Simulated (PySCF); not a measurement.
This PySCF input asks for the NMR shieldings of SMILES C=C([O-])OCC(=O)O, [C4H5O4]-; the geometry comes from GFN2-xTB.

```python
import basis_set_exchange as bse
import numpy as np
from pyscf import gto, dft
from pyscf.prop import nmr

atoms = """
C     2.582261    0.090636   -0.116641
C     1.449352   -0.365709    0.443371
O     1.240355   -0.936213    1.542075
O     0.270492   -0.160745   -0.407702
C    -0.877925   -0.671564    0.176376
C    -1.962693    0.311852    0.412169
O    -3.150983    0.046749    0.432441
O    -1.543820    1.567468    0.651653
H     3.520755    0.002548    0.401327
H     2.570111    0.558589   -1.083887
H    -1.284070   -1.529220   -0.381277
H    -0.502420   -1.042484    1.183860
H    -2.315804    2.128579    0.821179
"""
names = dict.fromkeys(["C", "O", "H"], "pcSseg-1")
basis = {el: gto.basis.parse(bse.get_basis(n, elements=[el], fmt="nwchem")) for el, n in names.items()}
mol = gto.M(atom=atoms, basis=basis, charge=-1, verbose=0)
mf = dft.RKS(mol, xc="PBE0")
mf.grids.level = 2
mf.grids.alignment = dft.numint.BLKSIZE   # the property module wants whole blocks of grid points
mf.conv_tol = 1e-9
mf.kernel()

calc = nmr.RKS(mf)   # GIAO
C = mf.mo_coeff
Co = C[:, mf.mo_occ > 0]
resp = mf.gen_response(singlet=True, hermi=2)
def vind(x):   # induced exchange potential for any number of trial vectors
    d = np.einsum("pi,xij,qj->xpq", C, 2 * x.reshape(-1, C.shape[1], Co.shape[1]), Co, optimize=True)
    return np.einsum("xpq,pi,qj->xij", resp(d - d.transpose(0, 2, 1)), C, Co, optimize=True).ravel()
mo1, _ = nmr.rhf.solve_mo1(calc, with_cphf=vind)
sigma = calc.kernel(mo1)
for i, s in enumerate(sigma):   # ppm
    w = np.linalg.eigvalsh((s + s.T) / 2)
    print("%2d %-2s iso %8.1f  s11 %8.1f  s22 %8.1f  s33 %8.1f" % (i, mol.atom_pure_symbol(i), w.mean(), *w))
```

**Question.** Give the expected output.

**Answer.** 
```
 0 C  iso    155.5  s11    110.4  s22    157.2  s33    198.8
 1 C  iso     18.1  s11    -89.9  s22     69.0  s33     75.2
 2 O  iso    105.3  s11     -8.2  s22     39.3  s33    284.8
 3 O  iso    190.5  s11     90.7  s22    194.1  s33    286.7
 4 C  iso    128.8  s11     94.4  s22    135.9  s33    156.1
 5 C  iso     -1.2  s11   -105.6  s22     24.3  s33     77.7
 6 O  iso    -68.0  s11   -282.9  s22   -178.4  s33    257.1
 7 O  iso    122.0  s11    -22.2  s22    139.1  s33    249.3
 8 H  iso     30.2  s11     26.2  s22     29.0  s33     35.5
 9 H  iso     30.0  s11     26.2  s22     29.1  s33     34.7
10 H  iso     28.6  s11     22.5  s22     28.6  s33     34.6
11 H  iso     22.8  s11     18.4  s22     20.7  s33     29.1
12 H  iso     26.7  s11     21.1  s22     24.7  s33     34.2
```

These numbers come from an equivalent density-fitted implementation of the same equations, which agrees with the script to about 0.01 ppm for H and up to a few tenths of a ppm for heavy atoms, so last digits may differ.

**Question.** Turn these shieldings into chemical shifts. δ = σ(ref) − σ, references computed at the same level: $^{13}$C (σref 186.93) and $^{1}$H (σref 31.72) vs TMS; H2O for $^{17}$O (σref 336.08).

**Answer.** Averaging equivalent atoms: C 5: 188.1; C 1: 168.8; C 4: 58.1; C 0: 31.5; O 6: 404.1; O 2: 230.8; O 7: 214.0; O 3: 145.6; H 10/11: 6.06; H 12: 5.05; H 9: 1.70; H 8: 1.51 ppm. Unscaled 17O shifts of doubly bonded oxygen tend to come out too high, by tens of ppm or more. Experimental scales use liquid or dissolved standards, which lie at an offset from isolated H2O (liquid H2O: subtract about 36 ppm).

Size and cost of the density-fitted run: 161 basis functions, 60 s wall time on 1 thread of an Intel Xeon, shared host; peak memory 0.68 GiB.
